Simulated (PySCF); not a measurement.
PySCF was given this input:
```python
from pyscf import gto, scf, mcscf, mrpt
import numpy

mol = gto.M(
    atom='''
B    -0.34534845    0.92490459    0.79565116
C     0.42838477   -0.34815975    0.27007509
C    -0.41915859   -1.36306632   -0.42564819
C    -0.27480099   -1.72001943   -1.68851839
H     0.85235962   -0.81635926    1.16815313
H     1.27884591   -0.08366778   -0.36232682
H    -1.20982503   -1.79745752    0.17288548
H     0.50055676   -1.30189980   -2.31050391
H    -0.92067516   -2.44259787   -2.15799800
H    -1.49696067    0.86806634    1.01039215
C     0.42225172    2.27137875    1.04740003
H     0.14433768    2.73588389    1.99205490
H     0.13206105    2.98479136    0.27454956
H     1.50598069    2.18791811    1.01468646
''',
    basis='6-31g',
    verbose=4,
)

mf = scf.RHF(mol)
mf.kernel()
mc = mcscf.CASCI(mf, 4, 2)
mc.fix_spin_(ss=0.0)
mc.kernel()
occ = numpy.linalg.eigvalsh(mc.fcisolver.make_rdm1(mc.ci, mc.ncas, mc.nelecas))[::-1]
ss = mc.fcisolver.spin_square(mc.ci, mc.ncas, mc.nelecas)[0]
print('natural occupations', occ.round(4), ' <S^2>', round(ss, 4))
e2 = mrpt.NEVPT(mc).kernel()
print('E(NEVPT2) = %.10f' % (mc.e_tot + e2))
```

Problem. Predict the SCF-reference HOMO-LUMO gap from CASCI(2,4)+NEVPT2/6-31G run with PySCF.

Solution. 12.83 eV

Problem. What is the computed number of basis functions (CASCI(2,4)+NEVPT2/6-31G)?

Solution. 63

Problem. Predict the nuclear repulsion energy from CASCI(2,4)+NEVPT2/6-31G.

Solution. 149.6655 Eh

Problem. What is the computed SCF-reference dipole moment (CASCI(2,4)+NEVPT2/6-31G)?

Solution. 0.67 D

Problem. Predict the SCF-reference Mulliken (on the basis functions themselves) charges in atom order from CASCI(2,4)+NEVPT2/6-31G.

Solution. B1 0.65, C2 -0.65, C3 -0.09, C4 -0.38, H5 0.18, H6 0.17, H7 0.17, H8 0.15, H9 0.16, H10 -0.07, C11 -0.77, H12 0.16, H13 0.17, H14 0.16
